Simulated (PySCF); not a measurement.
One of the candidates below gave these computed data.

All candidates are C8H8.

* Couplings: largest of the computed one-bond spin–spin couplings (means over like bonds): 13C–13C +215.8, 13C–13C +215.3, 13C–13C +173.8, 13C–1H +172.8, 13C–1H +171.7 (×2), 13C–1H +168.2 (×2), 13C–1H +137.8 (×3), 13C–13C +98.8 Hz [B3LYP/pcJ-1, spin–dipole term left out]
* Polarisability: 103.5 au [CAM-B3LYP/def2-SVPD]
* 13C NMR: chemical shifts (computed TMS as zero) by class: 85.6 (1 C), 77.3 (1 C), 73.1 (1 C), 69.1 (1 C), 11.6 (2 C), 5.5 (1 C), 3.0 (1 C) ppm [GIAO PBE0/pcSseg-1]
* Dipole: 0.28 D [CAM-B3LYP/def2-SVPD]
* 1H NMR: chemical shifts (computed TMS as zero) by class: 2.11 (3 H), 1.41 (1 H), 0.74 (2 H), 0.68 (2 H) ppm [GIAO PBE0/pcSseg-1]
* Rotational structure: rotational constants A, B, C: 12.567, 0.628, 0.626 GHz [GFN2-xTB]
* UV, first state: lowest singlet excitation: 4.59 eV (270 nm, f = 0.000) [TDDFT CAM-B3LYP/def2-SVPD]
* Triplet: lowest triplet excitation (Tamm–Dancoff): 3.87 eV [TDA CAM-B3LYP/def2-SVPD]

Electronic properties: PySCF, gas phase, density fitting. Levels stand in brackets. Geometry: GFN2-xTB; no solvent, vibrations or thermal averaging. NMR values are class means; diastereotopic atoms form classes of their own.

**Question.** Which candidate is it?
A. `C=CCC#CC#CC`
B. `CC#CC#CC1CC1`
C. `CC1c2ccccc21`
D. `C#C[C@@H]1CC[C@H]1C#C`

**Answer.** B. It is `CC#CC#CC1CC1`. Numbering: `[CH3:1][C:2]#[C:3][C:4]#[C:5][CH:6]1[CH2:7][CH2:8]1`. Its formula, C8H8, gives 5 degrees of unsaturation: 1 ring and 4 π bonds in the structure found. 8 carbons fall into 7 classes; from least to most shielded: alkyne carbon [C5] (85.6 ppm), alkyne carbon [C2] (77.3 ppm), alkyne carbon [C3] (73.1 ppm), alkyne carbon [C4] (69.1 ppm), three-membered-ring carbon [C7/C8] (11.6 ppm, 2 C), propargylic carbon [C1] (5.5 ppm), propargylic carbon [C6] (3.0 ppm). Hydrogen classes from least to most shielded: 3 H on a propargylic carbon, C1 (2.11 ppm), 1 H on a propargylic carbon, C6 (1.41 ppm), 2 H on 2 three-membered-ring carbons, C7/C8 (0.74 ppm), 2 H on 2 three-membered-ring carbons, C7/C8 (0.68 ppm). The couplings run between: +215.8 Hz, alkyne carbon [C4] and alkyne carbon [C5]; +215.3 Hz, alkyne carbon [C2] and alkyne carbon [C3]; +173.8 Hz, alkyne carbon [C3] and alkyne carbon [C4]; +172.8 Hz, propargylic carbon [C6] and its hydrogen; +171.7 Hz, three-membered-ring carbon [C7] and its hydrogen (with 1 like pair); +168.2 Hz, three-membered-ring carbon [C7] and its hydrogen (with 1 like pair); +137.8 Hz, propargylic carbon [C1] and its hydrogen (with 2 like pairs); +98.8 Hz, alkyne carbon [C5] and propargylic carbon [C6]. By its constants the optimised geometry is a nearly prolate symmetric top.

The others, at the same levels:
- `C#C[C@@H]1CC[C@H]1C#C` fails: it has 4 carbon classes against 7; its computed 13C shifts are 92.3 (2 C), 78.9 (2 C), 32.7 (2 C), 26.9 (2 C) ppm, 1H shifts are 3.03 (2 H), 2.31 (2 H), 2.09 (2 H), 1.85 (2 H) ppm and rotational constant A is 3.252 GHz (against 12.567 GHz).
- `C=CCC#CC#CC` fails: it has 8 carbon classes against 7; its computed 13C shifts are 142.3 (1 C), 123.3 (1 C), 79.7 (1 C), 78.3 (1 C), 75.5 (1 C), 72.6 (1 C), 28.9 (1 C), 5.5 (1 C) ppm, 1H shifts are 6.10 (1 H), 5.39 (1 H), 5.34 (1 H), 3.15 (2 H), 2.12 (3 H) ppm and rotational constant A is 10.023 GHz (against 12.567 GHz).
- `CC1c2ccccc21` fails: it has 5 carbon classes against 7; its computed 13C shifts are 141.4 (2 C), 133.8 (2 C), 118.2 (2 C), 33.0 (1 C), 25.5 (1 C) ppm, 1H shifts are 7.53 (2 H), 7.39 (2 H), 3.97 (1 H), 1.61 (3 H) ppm and rotational constant A is 4.774 GHz (against 12.567 GHz).

Each candidate is one conformer, not necessarily the lowest. The conformers computed, where there is a choice (atom-mapped SMILES and torsion angles):
- `[CH2:1]=[CH:2][CH2:3][C:4]#[C:5][C:6]#[C:7][CH3:8]`: C1–C2–C3–C4 -120°
